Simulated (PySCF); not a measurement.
**Which determinant of NaI lies lowest?**

Unrestricted PBE0; PySCF, scalar-relativistic core potentials, basis sets Na aug-cc-pVDZ, I aug-cc-pVDZ-PP with ECP28. Outer shells of the fragments: Na 3s1; I 4d10 5s2 5p5.

Followed along the bond (rough minima from three points):

```json
{"2Ms+1": "1", "unpaired": "none", "⟨S²⟩ at the start": "0.00", "R at minimum (Å)": "2.74", "Te (eV)": "0.00"}
{"2Ms+1": "3", "unpaired": "σ ↑, π ↑", "⟨S²⟩ at the start": "2.00", "R at minimum (Å)": "none in the scan", "Te (eV)": "≤ 3.35"}
```

Solutions found at the starting distance of 2.885 Å, counted from the lowest of them; the search is not exhaustive and high or unbound solutions are not listed, so other states can lie among these:

```json
{"2Ms+1": "1", "unpaired": "none", "term": "¹Σ⁺", "E (eV)": "0.00", "⟨S²⟩": "0.00", "⟨Lz²⟩": "0.00", "μ (D)": "-9.72"}
{"2Ms+1": "3", "unpaired": "σ ↑, π ↑", "term": "³Π", "E (eV)": "3.45", "⟨S²⟩": "2.00", "⟨Lz²⟩": "1.01", "μ (D)": "2.97"}
{"2Ms+1": "1", "unpaired": "σ ↑, π ↓", "term": "mixed", "E (eV)": "3.47", "⟨S²⟩": "1.00", "⟨Lz²⟩": "1.01", "μ (D)": "3.13"}
{"2Ms+1": "3", "unpaired": "σ ↑↑", "term": "³Σ⁺", "E (eV)": "3.82", "⟨S²⟩": "2.00", "⟨Lz²⟩": "0.00", "μ (D)": "2.67"}
{"2Ms+1": "3", "unpaired": "π ↑↑", "term": "mixed", "E (eV)": "4.90", "⟨S²⟩": "2.00", "⟨Lz²⟩": "2.00", "μ (D)": "1.65"}
{"2Ms+1": "3", "unpaired": "π ↑↑", "term": "mixed", "E (eV)": "5.01", "⟨S²⟩": "2.00", "⟨Lz²⟩": "2.00", "μ (D)": "2.21"}
{"2Ms+1": "3", "unpaired": "σ ↑, π ↑", "term": "³Π", "E (eV)": "5.44", "⟨S²⟩": "2.00", "⟨Lz²⟩": "1.00", "μ (D)": "1.69"}
```

A term symbol is given only where ⟨S²⟩ and ⟨Lz²⟩ are close to those of a pure state; real π, δ and φ orbitals otherwise mix terms. A positive dipole means Na(−)I(+).

Spin–orbit coupling is left out. Counting both spins, an empty level lies below a filled one in some of these solutions, because spin and occupation are held.
